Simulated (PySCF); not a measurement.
Species: C3H9NO2Si2.
Structure used (PBE0-D3(BJ)/def2-SVP), in Å, numbered top down from 1:
```
atom  x, y, z in Å
N1     2.755   -0.358   -0.981
C2     2.114    0.788   -0.652
O3     2.435    1.896   -1.048
Si4    0.583    0.617    0.477
C5    -1.030    1.066   -0.402
C6    -2.109    0.088    0.116
Si7   -1.247   -1.564    0.459
O8     0.315   -1.022    0.784
H9     3.576   -0.326   -1.576
H10    2.448   -1.242   -0.594
H11    0.827    1.366    1.742
H12   -0.863    0.920   -1.483
H13   -1.321    2.120   -0.273
H14   -2.522    0.450    1.074
H15   -2.961    0.000   -0.577
H16   -1.800   -2.305    1.630
H17   -1.224   -2.480   -0.722
```

All values: CAM-B3LYP/def2-SVPD (PySCF, non-relativistic), on one gas-phase PBE0-D3(BJ)/def2-SVP geometry that isn't relaxed in the solvent. The solvent is an IEF-PCM continuum (Bondi radii, 1.10 Å for H, scaled by 1.2), and excitations are vertical TDDFT with non-equilibrium linear response and a frozen core. Specific hydrogen bonds and non-electrostatic terms are outside this model.

Gas-phase singlets (H = HOMO, L = LUMO):

```csv
state,E (eV),λ (nm),f,leading configuration
S1,4.837,256,0.003,H→L 40%
S2,6.492,191,0.005,H→L+1 32%
S3,6.971,178,0.029,H→L+4 56%
S4,7.234,171,0.082,H-1→L+1 31%
S5,7.364,168,0.008,H-2→L 26%
```

**Question.** What are the lowest 5 singlets in acetonitrile (ε = 35.69)?

**Answer.** 
| state | E (eV) | λ (nm) | f | leading configuration | change by rank (eV) |
| --- | --- | --- | --- | --- | --- |
| S1 | 5.034 | 246 | 0.004 | H→L 85% | +0.197 |
| S2 | 6.727 | 184 | 0.036 | H→L+1 36% | +0.235 |
| S3 | 7.015 | 177 | 0.033 | H→L+3 62% | +0.044 |
| S4 | 7.264 | 171 | 0.139 | H→L+1 34% | +0.030 |
| S5 | 7.380 | 168 | 0.001 | H-2→L+1 44% | +0.016 |

**Question.** How do the frontier levels move from gas to acetonitrile?

**Answer.** 
```
orbital  gas (eV)  solvent (eV)  change (eV)                    Löwdin shares, gas                Löwdin shares, solvent
 LUMO+2      1.15          1.45        +0.30  Si7 29 %, C6 11 %, H15 11 %, H16 8 %   Si7 30 %, C6 10 %, H16 9 %, H17 9 %
 LUMO+1      0.91          1.08        +0.17  C2 15 %, Si7 14 %, Si4 12 %, O8 12 %  Si7 22 %, O8 16 %, Si4 16 %, H17 6 %
   LUMO      0.76          0.83        +0.07   Si4 18 %, Si7 13 %, C2 13 %, O3 8 %   C2 30 %, O3 19 %, Si4 16 %, N1 15 %
   HOMO     -8.44         -8.64        -0.20    O3 55 %, C2 16 %, Si4 10 %, N1 7 %    O3 51 %, C2 17 %, Si4 11 %, N1 7 %
 HOMO-1     -9.48         -9.53        -0.05             N1 43 %, O3 36 %, C2 11 %      N1 34 %, O3 29 %, C2 9 %, C5 4 %
 HOMO-2     -9.82         -9.58        +0.24  C6 18 %, C5 18 %, Si7 12 %, Si4 12 %   C6 17 %, N1 13 %, C5 13 %, Si7 12 %
 HOMO-3    -10.36        -10.11        +0.25   C6 23 %, O8 21 %, C5 14 %, Si7 14 %   C6 21 %, C5 19 %, O8 18 %, Si7 11 %
```

The HOMO–LUMO gap goes from 9.20 to 9.47 eV. Rows go by rank; for LUMO, LUMO+1 and LUMO+2 the atom shares or the degeneracy differ between the runs, so the row needn't follow one orbital.
